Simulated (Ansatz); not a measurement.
Computed with Ansatz on PBE0-D4/def2-TZVP structures; ΔE is electronic, products minus reactants. CCSD(T)/CBS adds triple-zeta CCSD(T) − MP2 to the extrapolated MP2 energy (def2 sets, frozen cores). This one scheme is used for every species. Functionals use def2-TZVPP. One conformer a species, not always the lowest.

Consider the ligand exchange at the Si–C bond: `C[SiH2]N[SiH](O)O` + H–F → `O[SiH](O)N[SiH2]F` + CH₄.

`C[SiH2]N[SiH](O)O`:

Z-matrix (Å, degrees):
```
C
Si 1 1.866
H 1 1.093 2 110.5
H 1 1.093 2 111.1 3 120.2
H 1 1.093 2 111.0 3 -119.5
N 2 1.732 1 112.0 3 179.0
H 2 1.491 1 108.3 3 56.7
H 2 1.486 1 110.5 3 -62.3
Si 6 1.706 2 129.7 1 124.0
H 6 1.013 2 115.3 1 -64.4
O 9 1.647 6 113.9 2 -126.3
O 9 1.637 6 109.6 2 117.9
H 9 1.481 6 106.5 2 -4.2
H 11 0.958 9 117.3 6 61.0
H 12 0.959 9 116.0 6 148.5
```

H–F:

Z-matrix (Å, degrees):
```
F
H 1 0.920
```

`O[SiH](O)N[SiH2]F`:

Cartesian coordinates in Å:
```
O -0.990 -2.278 -0.496
Si -0.752 -0.693 -0.824
O 0.546 -0.337 -1.754
N -0.533 0.175 0.654
Si 0.602 1.422 0.917
F 2.094 0.841 0.754
H -0.349 -2.733 0.053
H -1.933 -0.298 -1.605
H 1.424 -0.388 -1.370
H -1.069 -0.130 1.454
H 0.501 2.500 -0.088
H 0.457 1.920 2.304
```

CH₄:

Cartesian coordinates in Å:
```
C 0.000 0.000 0.000
H 0.770 -0.431 0.639
H 0.459 0.691 -0.706
H -0.724 0.535 0.614
H -0.505 -0.795 -0.547
```

| level | ΔE (kJ/mol) |
| --- | --- |
| ωB97X-V | -160.3 |
| B2PLYP | -165.3 |
| CCSD(T)/def2-TZVPP | -156.3 |
| HF/def2-QZVPP | -177.9 |

(1) What does CCSD(T)/CBS give? (Best estimate.)

Largest T1 diagnostic among the species: 0.012.

Results:

(1) Ansatz gave: -155.3 kJ/mol. The listed levels differ from it by -5.0, -10.0, -1.0, -22.6 kJ/mol.

In def2-TZVPP, CCSD(T) changes the Hartree–Fock value by +20.2 kJ/mol (the triples alone add +2.0 kJ/mol) and MP2 by +20.0 kJ/mol. The D4 term adds +4.2 kJ/mol with B3LYP and +2.6 kJ/mol with PBE0; it sums over pairs of atoms, weighted by their polarisabilities, and B3LYP, whose exchange is more repulsive, gets the larger term.

B3LYP here is the variant with VWN-RPA as its local correlation; programs differ in this.
